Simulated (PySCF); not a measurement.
Field gradients at the hydrogen positions

C₁₀H₉P.
Geometry (GFN2-xTB, Å), atoms numbered from 1 in this order:
```xyz
20
C10H9P angstrom
C      3.3326   -0.0361   -0.3539
C      1.8833   -0.3587   -0.1303
C      1.5521   -1.6774    0.2073
P     -0.0131   -2.2940    0.5209
C     -0.9929   -0.8345    0.2969
C     -2.3848   -0.9592    0.4740
C     -3.2189    0.1145    0.3212
C     -2.6874    1.3662   -0.0165
C     -1.3404    1.5156   -0.1948
C     -0.4513    0.4280   -0.0467
C      0.9326    0.6239   -0.2445
H      3.4504    0.9517   -0.7928
H      3.7918   -0.7712   -1.0132
H      3.8703   -0.0586    0.5944
H      2.3652   -2.3912    0.2787
H     -2.7832   -1.9305    0.7348
H     -4.2848    0.0047    0.4585
H     -3.3494    2.2119   -0.1354
H     -0.9285    2.4807   -0.4558
H      1.2512    1.6247   -0.5057
```

Level: PBE0/pcSseg-1 (PySCF, non-relativistic); Q(2H) = 0.00286 b; rigid geometry, the same for H and D, with no vibrational averaging.

Problem. Rank these positions by the coupling χzz of a deuteron there, largest first.
A. H20 (aromatic hydrogen)
B. H17 (aromatic hydrogen)
C. H14 (methyl hydrogen)

Solution. B (220 kHz), A (215 kHz), C (208 kHz).

Problem. Give the electric field gradient Vzz (the principal value of largest size), its asymmetry and the 2H coupling at each hydrogen.

Solution. 
```tsv
atom	bonded to	bond length (Å)	Vzz (au)	η	χzz (kHz)
H12	C1	1.087	0.3140	0.04	211
H13	C1	1.089	0.3109	0.03	209
H14	C1	1.090	0.3093	0.02	208
H15	C3	1.084	0.3207	0.07	216
H16	C6	1.082	0.3205	0.07	215
H17	C7	1.080	0.3268	0.06	220
H18	C8	1.081	0.3257	0.06	219
H19	C9	1.081	0.3241	0.08	218
H20	C11	1.082	0.3204	0.09	215
```

Problem. How does χzz go with the bond length over the 9 C–H bonds?

Solution. A straight-line fit has a slope of -10.9 kHz for each 0.01 Å, with a correlation coefficient of -0.98, over lengths from 1.080 to 1.090 Å. The longer bonds have the smaller couplings here.

Problem. A static deuteron (I = 1) shows a doublet split by (3/2)χ, (3/4)χ(1 + η) and (3/4)χ(1 − η) with the field along z, y and x of the gradient. What are these for H18?

Solution. With |χ| = 218.9 kHz and η = 0.059: 328, 174 and 154 kHz, to first order and without motion.

Isolated species at its GFN2-xTB geometry, gas phase. GFN2-xTB bond lengths can be off by several hundredths of an ångström, more for odd bonds, and the gradients follow them. The basis is small and wasn't made for field gradients, so the couplings can be 20 % off.
